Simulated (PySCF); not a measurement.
## Correlation energy of P¹³⁺ (phosphorus, charge +13)

Starting occupation: 1s2. All numbers are calculated (PySCF 2.14, X2C-1e with screened-nucleus spin-orbit coupling, Gaussian nucleus, in an even-tempered Gaussian basis (17 s from 0.88 bohr⁻², ratio 2.6; 10 p from 1.1 bohr⁻², ratio 2.6; 7 d from 1.2 bohr⁻², ratio 2.8; 3 f from 58 bohr⁻², ratio 2.8)). Frozen: nothing; 2 electrons correlated; the 30 highest virtual spinors left out.

Total MP2 correlation energy: -45.07 mhartree.

With two correlated electrons CCSD is exact within the correlated space (frozen core and kept virtual orbitals).

The virtual space was cut to 52 spinors, which keep -42.46 of the -45.07 mhartree of MP2 correlation.

```tsv
level	correlation energy (mhartree)
CCSD	-43.41
```

Diagnostics: T1 = 1.0e-05, largest double amplitude 0.004.

Task: Is a single reference adequate?

Result: Yes: T1 lies below 0.03 and no double amplitude reaches 0.07.

The coupled-cluster values are those of the cut space; adding the MP2 remainder, -2.61 mhartree, estimates the full space.
